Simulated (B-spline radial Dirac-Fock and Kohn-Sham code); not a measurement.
## X-ray form factors of barium in several charge states

Calculated with a radial finite-basis atomic code, using Dirac-Fock orbitals of the configuration average with a finite nucleus.

Configurations: Ba⁴⁹⁺ [He] 2s2 2p3; Ba⁵³⁺ [He] 2s1; Ba⁵⁴⁺ 1s2. The first column is f₀ of Ba⁴⁹⁺, the others are differences from it.

```tsv
s (Å⁻¹)	Ba⁴⁹⁺	Δ Ba⁵³⁺	Δ Ba⁵⁴⁺
0	7.000	-4.000	-5.000
0.1	6.996	-3.997	-4.996
0.2	6.983	-3.987	-4.983
0.3	6.961	-3.971	-4.963
0.4	6.932	-3.948	-4.934
0.5	6.894	-3.920	-4.897
0.7	6.794	-3.844	-4.800
0.9	6.664	-3.746	-4.674
1.1	6.507	-3.627	-4.522
1.4	6.226	-3.416	-4.251
```
